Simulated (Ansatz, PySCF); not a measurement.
System: CH3BCl (charge 0, doublet). It need not be the lowest isomer of its formula. 
Coordinates optimised at B3LYP-D3(BJ)/def2-TZVP (Ansatz, a program for electronic structure):
```xyz
6

B     -0.1480     0.6915    -0.3146
Cl     0.9930    -0.5518     0.0892
C     -1.6637     0.6681    -0.0080
H     -2.1131     1.6610     0.0146
H     -1.9002     0.1353     0.9185
H     -2.1461     0.1190    -0.8280
```
Charge 0, spin multiplicity 2.

Quantity: atomisation energy (electronic, to ground-state atoms), in kJ/mol. Valence correlation only, unless marked. Open shells are spin-unrestricted. No spin-orbit coupling. Non-relativistic unless marked X2C. The coupled-cluster limit lacks core correlation, which all-electron functionals hold. Basis-set limits of correlation are two-point, X^-3; Hartree-Fock from the larger set. [CCSD(T)-MP2]/basis is that difference in the basis named.

| level | program | atomisation energy (kJ/mol) |
|---|---|---|
| HF-D4/def2-TZVPD | PySCF + dftd4 | 1657.1 |
| BLYP/def2-TZVPD | Ansatz | 2060.2 |

Q: What does RI-MP2/CBS(cc-pV(T+d)Z,cc-pV(Q+d)Z)+[CCSD(T)-MP2]/cc-pV(T+d)Z (Ansatz) give?

A: 2074.5 kJ/mol
